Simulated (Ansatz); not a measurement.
Mulliken charges of `O=C1O[SiH2]1` from ωB97M-V/def2-TZVPP in Ansatz (PBE0-D4/def2-TZVP geometry).

```
atom   x (Å)   y (Å)   z (Å)  charge (e)
  O1   1.262  -1.667   0.917      -0.243
  C2   0.560  -0.862   0.415       0.217
  O3  -0.630  -0.998  -0.250      -0.293
 Si4  -0.202   0.667  -0.211       0.317
  H5   0.134   1.266  -1.521       0.001
  H6  -1.083   1.530   0.604       0.001
```

Q: By hand: the dipole of these point charges (1 e Å = 4.8032 D).

A: Σ q r = (-0.066, 0.725, -0.127) e Å, of length 0.739 e Å = 3.55 D.

Q: How does the dipole of the full density compare? (An estimate is asked.)

A: Ansatz gave: (-0.239, 0.799, -0.236) e Å, 4.16 D; the point charges give 0.85 times that, at 13° from its direction.

Point charges leave out the atoms' own dipoles, such as those of lone pairs, and Mulliken's split depends on the basis, so the close match here is no proof of good charges.
